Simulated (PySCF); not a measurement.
B3LYP has the VWN-RPA correlation part, as in Gaussian. Delta-SCF ions had no search for a lower state. Excitations are Tamm–Dancoff values on a coarser integration grid. The basis has no diffuse functions, so Rydberg states are missing or too high.

# HCl₃Sn, SMILES `[Cl][SnH]([Cl])[Cl]` (charge 0, multiplicity 1)

These are B3LYP-D3(BJ)/def2-TZVP run with PySCF values and carry that method's errors.

```yaml
HOMO: -9.11 eV
dipole_moment: 2.07 D
HOMO–LUMO gap: 6.33 eV
LUMO: -2.77 eV
S1 excitation (TDA): 5.26 eV
S1 oscillator strength: 0.000
brightest of the four lowest singlets (TDA): 5.60 eV
T1 excitation (TDA): 4.90 eV
S1–T1 gap (TDA): 0.36 eV
vertical ionisation energy (Delta-SCF): 11.22 eV
total_energy: -1595.8027 Ha
cost: very roughly 70 core-seconds
```

```xyz
5

Cl    -1.7879    -1.2097    -0.6861
Sn     0.0051    -0.0084     0.1687
Cl    -0.2120     2.1836    -0.5638
Cl     1.9390    -0.8724    -0.7811
H      0.0559    -0.0930     1.8623
```
